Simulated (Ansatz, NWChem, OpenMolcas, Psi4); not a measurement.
# Ligand exchange: C2H8N2 + GaH(CH3)(SiH3) → C2H9NSi + GaH(CH3)(NH2)

Gas-phase species: C2H8N2 (1,1-dimethylhydrazine) `CN(C)N`, singlet; GaH(CH3)(SiH3), singlet; C2H9NSi `CN(C)[SiH3]`, singlet; GaH(CH3)(NH2), singlet. The partners trade NH2 for SiH3: N–NH2 and Ga–SiH3 bonds give way to N–SiH3 and Ga–NH2.

Shapes, held fixed at every level: PBE0-D4/def2-TZVP. Flexible molecules stand in one conformer, not always the lowest. Programs: Ansatz 0.2.0, NWChem 7.3.0, OpenMolcas 26.06, Psi4 1.11. A level may come from different programs for different species; with the same settings they agree closely. Electronic energies: no zero-point or thermal term.

```json
{"level": "HF/6-31G* (spherical functions)", "kind": "Hartree–Fock", "ΔE (kJ/mol)": "-201.9", "less CCSD/6-31G* (spherical functions)": "-1.5"}
{"level": "B3LYP/6-31G* (Cartesian functions)", "kind": "global hybrid", "ΔE (kJ/mol)": "-189.6", "less CCSD/6-31G* (spherical functions)": "+10.8"}
{"level": "CAM-B3LYP/6-31G* (spherical functions)", "kind": "range-separated hybrid", "ΔE (kJ/mol)": "-194.8", "less CCSD/6-31G* (spherical functions)": "+5.6"}
{"level": "MP2/6-31G* (spherical functions)", "kind": "perturbation theory", "ΔE (kJ/mol)": "-217.6", "less CCSD/6-31G* (spherical functions)": "-17.2"}
{"level": "CCSD/6-31G* (spherical functions)", "kind": "coupled cluster or CI", "ΔE (kJ/mol)": "-200.4", "less CCSD/6-31G* (spherical functions)": "0.0"}
```

The highest level, CCSD/6-31G* (spherical functions), gives ΔE = -200.4 kJ/mol; the levels span -217.6 to -189.6. The column of differences is taken from that level and isn't an error. No measured value is set beside it here. Relativity is left out for Ga. Outer-core shells of Ga are correlated, in sets that cover them unevenly.
